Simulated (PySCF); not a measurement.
Radial density of Ir²⁺ (iridium, charge +2)

UHF, [Xe] 4f14 5d7, high-spin 4F determinant. Calculation: PySCF 2.14, in aug-cc-pVDZ-PP with ECP60MDF (5s5p4d2f, 54 functions); scalar relativity through the core potential. This is the valence pseudo-density: the core potential removes the inner electrons and smooths the orbitals near the nucleus.

```csv
r (bohr),4πr²ρ (e/bohr),4πr²(ρα − ρβ)
0.127,5.082e-05,0.0000
0.213,0.0007807,0.0001
0.359,0.06463,0.0049
0.604,3.561,0.2072
1.02,14.30,1.8926
1.71,5.967,1.7528
2.87,0.6667,0.2478
4.83,0.007938,0.0013
8.13,1.353e-05,0.0000
```

Energies and moments cover only the electrons outside the core potential. Spin-orbit coupling, absent here, splits the open shell strongly.
